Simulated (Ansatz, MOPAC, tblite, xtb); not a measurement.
Dissociation curve of GeBe, lowest triplet found (which spin is the ground state isn't settled by this scan).

Methods: GFN2-xTB, 300 K electronic temperature (tblite); PM7, unrestricted, heats of formation (MOPAC); GFN1-xTB (xtb); FCI = Ansatz (an electronic-structure program) with full CI/aug-cc-pVDZ, cores with 3d frozen.

Energies relative to the lowest point of each curve between 1.89 and 2.73 Å, where full CI is lowest, in kJ/mol; the last columns give the difference from FCI:

```tsv
R / Å	GFN2-xTB	PM7	GFN1-xTB	FCI	GFN2-xTB − FCI	PM7 − FCI	GFN1-xTB − FCI
1.56	535.3	219.6	664.5	394.4	140.9	-174.8	270.1
1.68	213.7	183.4	285.3	219.6	-5.9	-36.2	65.7
1.78	84.8	139.5	124.2	125.1	-40.4	14.4	-1.0
1.89	20.9	20.2	37.9	59.5	-38.6	-39.3	-21.6
1.95	6.1	7.8	15.2	36.3	-30.3	-28.5	-21.1
2.07	0.0	0.0	0.0	9.1	-9.1	-9.1	-9.1
2.10	1.6	0.8	0.3	5.5	-3.8	-4.7	-5.1
2.17	8.3	5.6	5.2	0.5	7.8	5.0	4.6
2.24	17.8	13.5	13.9	0.0	17.8	13.5	13.9
2.32	30.6	24.5	26.8	2.7	27.9	21.8	24.1
2.45	53.0	37.8	50.4	12.3	40.7	25.5	38.1
2.55	70.1	35.7	68.3	22.0	48.0	13.7	46.2
2.73	96.0	28.3	96.1	40.4	55.7	-12.0	55.8
2.90	111.7	24.7	117.7	56.1	55.5	-31.4	61.6
3.15	129.1	24.1	142.5	73.5	55.6	-49.4	69.0
3.46	144.9	27.0	163.4	86.2	58.7	-59.3	77.2
3.82	157.1	31.1	177.3	93.8	63.3	-62.7	83.5
4.24	164.8	34.2	184.8	98.0	66.8	-63.8	86.8
4.72	169.2	35.7	188.5	100.3	68.9	-64.6	88.2
5.43	172.0	36.2	191.3	101.8	70.3	-65.5	89.5
6.28	173.3	36.3	193.0	—	—	—	—
7.33	173.7	36.3	193.8	—	—	—	—
```

GFN2-xTB is furthest from FCI at 1.56 (140.9 kJ/mol, above); its mean absolute difference over the points is 45.3 kJ/mol.

PM7 is furthest from FCI at 1.56 (-174.8 kJ/mol, below); its mean absolute difference over the points is 39.8 kJ/mol.

GFN1-xTB is furthest from FCI at 1.56 (270.1 kJ/mol, above); its mean absolute difference over the points is 56.6 kJ/mol.

Dashes: no converged value, or the column stops at the first point that the program doubted or that broke a chosen test of continuity, which isn't proof of a fault.

Also computed but left out beside FCI, since their determinant holds another spin at the minimum (<S²> over 0.7 above the pure value): UHF, UMP2, UCCSD, UCCSD(T), UCCSDT, UCCSDT(Q).
